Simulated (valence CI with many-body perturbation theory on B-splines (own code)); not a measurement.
Er54+: calculated level list

Level of theory: valence CI with perturbative core correlation (CI+MBPT): four valence electrons over a frozen Dirac-Fock core [Ne], a basis of 11 s, 11 p, 10 d, 8 f, 5 g, 2 h functions for each j, with the one-electron correlation potential Σ1 (screened to all orders), the two-electron term Σ2, the three-electron term Σ3, Breit, model QED; selected single and double excitations, second order for the rest, scaled by the run's own slope (own B-spline code, finite nucleus).

No measured spectrum was set against this ion. As an estimate, large intervals hold to a few tenths of a per cent, small ones and those within an open d or f shell to about a per cent. Among the levels kept, up to 570 cm⁻¹ of a level comes from second order outside the variational space, and about a tenth of that is noise between levels of different J, which matters for small intervals.

Levels 136 to 177 of 177, with energies above the lowest level, (3s^2 3p1/2^2) J=0. "Leading %" is the weight of the configuration and term that name the level; weights of strongly mixed levels are sums over their largest components and can fall short. In the jj column 3d3/2^4 stands for four electrons in 3d with j = 3/2. Lifetimes count E1, E2, E3, M1 and M2 decay at the calculated energies, and are blank where another channel may lead or the interval is too uncertain; long ones can be off by a factor of two.

| No. | Configuration | Term | J | E (eV) | Leading % | Lifetime | g | Leading jj |
| --- | --- | --- | --- | --- | --- | --- | --- | --- |
| 136 | 3p2.3d2 | 3F | 2 | 1181.0 | 38 | 4.65 ps | 0.744 | 3p1/2^2 3d3/2^2 (95 %) |
| 137 | 3s.3p.3d2 | 3P° | 1 | 1184.3 | 50 | 1.62 ps | 1.282 | 3s 3p1/2 3d5/2^2 (89 %) |
| 138 | 3p2.3d2 | 3P | 0 | 1202.8 | 57 | 5.82 ps |  | 3p1/2^2 3d3/2^2 (97 %) |
| 139 | 3p3.3d | 3F° | 2 | 1208.9 | 44 | 702 fs | 0.970 | 3p1/2 3p3/2^2 3d3/2 (86 %) |
| 140 | 3p3.3d | 3D° | 1 | 1214.2 | 43 | 544 fs | 0.963 | 3p1/2 3p3/2^2 3d3/2 (91 %) |
| 141 | 3p3.3d | 3F° | 3 | 1218.9 | 34 | 617 fs | 1.079 | 3p1/2 3p3/2^2 3d3/2 (87 %) |
| 142 | 3p3.3d | 5D° | 0 | 1219.9 | 46 | 537 fs |  | 3p1/2 3p3/2^2 3d3/2 (90 %) |
| 143 | 3p3.3d | 3G° | 4 | 1223.6 | 44 | 695 fs | 1.042 | 3p1/2 3p3/2^2 3d3/2 (89 %) |
| 144 | 3p3.3d | 3F° | 2 | 1235.8 | 35 | 492 fs | 1.023 | 3p1/2 3p3/2^2 3d3/2 (85 %) |
| 145 | 3p3.3d | 3P° | 1 | 1242.4 | 26 | 441 fs | 1.323 | 3p1/2 3p3/2^2 3d3/2 (64 %) |
| 146 | 3p2.3d2 | 3F | 3 | 1243.3 | 31 | 3.76 ps | 1.070 | 3p1/2^2 3d3/2 3d5/2 (97 %) |
| 147 | 3p3.3d | 3F° | 2 | 1243.8 | 27 | 550 fs | 1.062 | 3p1/2 3p3/2^2 3d3/2 (70 %) |
| 148 | 3p3.3d | 3D° | 3 | 1245.8 | 32 | 442 fs | 1.142 | 3p1/2 3p3/2^2 3d3/2 (76 %) |
| 149 | 3p2.3d2 | 3P | 2 | 1254.2 | 23 | 3.51 ps | 1.176 | 3p1/2^2 3d3/2 3d5/2 (96 %) |
| 150 | 3p2.3d2 | 5D | 1 | 1258.5 | 36 | 3.24 ps | 1.512 | 3p1/2^2 3d3/2 3d5/2 (97 %) |
| 151 | 3p2.3d2 | 3F | 4 | 1259.0 | 24 | 3.18 ps | 1.069 | 3p1/2^2 3d3/2 3d5/2 (96 %) |
| 152 | 3p3.3d | 3D° | 1 | 1260.9 | 24 | 446 fs | 1.008 | 3p1/2 3p3/2^2 3d3/2 (60 %) |
| 153 | 3s.3p.3d2 | 5D° | 0 | 1262.2 | 80 | 466 fs |  | 3s 3p3/2 3d3/2^2 (92 %) |
| 154 | 3s.3p.3d2 | 5F° | 2 | 1266.0 | 30 | 384 fs | 1.167 | 3s 3p3/2 3d3/2^2 (68 %) |
| 155 | 3s.3p.3d2 | 5F° | 3 | 1266.6 | 31 | 455 fs | 1.167 | 3s 3p3/2 3d3/2^2 (75 %) |
| 156 | 3s.3p.3d2 | 5D° | 1 | 1266.6 | 38 | 356 fs | 1.052 | 3s 3p3/2 3d3/2^2 (51 %) |
| 157 | 3p3.3d | 3F° | 4 | 1267.5 | 45 | 825 fs | 1.265 | 3p1/2 3p3/2^2 3d5/2 (86 %) |
| 158 | 3p3.3d | 3D° | 3 | 1270.3 | 48 | 612 fs | 1.289 | 3p1/2 3p3/2^2 3d5/2 (85 %) |
| 159 | 3s.3p.3d2 | 3F° | 4 | 1271.3 | 25 | 488 fs | 1.205 | 3s 3p3/2 3d3/2^2 (76 %) |
| 160 | 3p3.3d | 3G° | 5 | 1272.6 | 74 | 1.33 ps | 1.187 | 3p1/2 3p3/2^2 3d5/2 (74 %) |
| 161 | 3p3.3d | 1G° | 4 | 1275.2 | 32 | 678 fs | 1.186 | 3p1/2 3p3/2^2 3d5/2 (84 %) |
| 162 | 3p3.3d | 3P° | 0 | 1280.0 | 41 | 749 fs |  | 3p1/2 3p3/2^2 3d5/2 (76 %) |
| 163 | 3p3.3d | 1P° | 1 | 1284.1 | 30 | 691 fs | 1.011 | 3p1/2 3p3/2^2 3d5/2 (76 %) |
| 164 | 3s.3p.3d2 | 5P° | 2 | 1288.4 | 26 | 403 fs | 1.647 | 3s 3p3/2 3d3/2^2 (77 %) |
| 165 | 3p3.3d | 3P° | 2 | 1294.3 | 39 | 791 fs | 1.275 | 3p1/2 3p3/2^2 3d5/2 (84 %) |
| 166 | 3s.3p.3d2 | 3D° | 1 | 1297.7 | 40 | 301 fs | 0.803 | 3s 3p3/2 3d3/2^2 (66 %) |
| 167 | 3s.3p.3d2 | 5G° | 5 | 1299.9 | 50 | 689 fs | 1.267 | 3s 3p3/2 3d3/2 3d5/2 (76 %) |
| 168 | 3p3.3d | 3F° | 3 | 1301.2 | 26 | 712 fs | 1.167 | 3p1/2 3p3/2^2 3d5/2 (78 %) |
| 169 | 3s.3p.3d2 | 3F° | 2 | 1301.2 | 42 | 367 fs | 0.889 | 3s 3p3/2 3d3/2^2 (62 %) |
| 170 | 3s.3p.3d2 | 5D° | 4 | 1303.4 | 34 | 698 fs | 1.330 | 3s 3p3/2 3d3/2 3d5/2 (87 %) |
| 171 | 3p3.3d | 1F° | 3 | 1304.8 | 17 | 524 fs | 1.039 | 3p1/2 3p3/2^2 3d5/2 (56 %) |
| 172 | 3p4 | 3P | 0 | 1306.7 | 60 | 243 fs |  | 3p3/2^4 (94 %) |
| 173 | 3p3.3d | 3D° | 1 | 1306.9 | 26 | 552 fs | 1.258 | 3p1/2 3p3/2^2 3d5/2 (80 %) |
| 174 | 3s.3p.3d2 | 5G° | 6 | 1307.4 | 64 | 1.53 ps | 1.262 | 3s 3p3/2 3d3/2 3d5/2 (80 %) |
| 175 | 3p3.3d | 3D° | 2 | 1307.6 | 28 | 452 fs | 1.035 | 3p1/2 3p3/2^2 3d5/2 (64 %) |
| 176 | 3s.3p.3d2 | 3G° | 3 | 1307.6 | 27 | 444 fs | 1.071 | 3s 3p3/2 3d3/2 3d5/2 (39 %) |
| 177 | 3s.3p.3d2 | 5P° | 3 | 1308.9 | 37 | 588 fs | 1.374 | 3s 3p3/2 3d3/2 3d5/2 (71 %) |

Where two levels of one J and parity lie close, their mixing, g and order are uncertain.
